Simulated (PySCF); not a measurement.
Si(Cl)2(OH)(SeH), SMILES O[Si](Cl)(Cl)[SeH] (H2Cl2OSeSi), PBE0/def2-SVP optimised geometry.

```
7

O      0.98     1.47    -1.29
Si     0.23     0.79     0.00
Cl    -1.78     1.23     0.02
Cl     1.12     1.63     1.63
Se     0.31    -1.47     0.00
H      0.76     1.11    -2.15
H      1.78    -1.47     0.00
```

Density from PBE0/def2-TZVP (PySCF) at that geometry.

Minimum of the electron density along straight lines between bonded atoms, close to the bond critical point (lines longer than 1.1 times the sum of covalent radii, or with two minima, are not listed):

| bond | length / Å | ρ at the minimum / e bohr⁻³ | ∇²ρ there / e bohr⁻⁵ | position (fraction from the first atom) |
|---|---|---|---|---|
| O1–Si2 | 1.644 | 0.142 | 0.83 | 0.59 |
| Si2–Cl3 | 2.054 | 0.101 | 0.22 | 0.36 |
| Si2–Cl4 | 2.043 | 0.104 | 0.23 | 0.36 |
| Si2–Se5 | 2.261 | 0.098 | … | 0.35 |
| O1–H6 | 0.964 | 0.352 | … | 0.81 |
| Se5–H7 | 1.473 | … | -0.31 | 0.63 |

Question: What belongs in the gaps?

Answer: 
- Si2–Se5, ∇²ρ there / e bohr⁻⁵: -0.03
- O1–H6, ∇²ρ there / e bohr⁻⁵: -2.41
- Se5–H7, ρ at the minimum / e bohr⁻³: 0.174
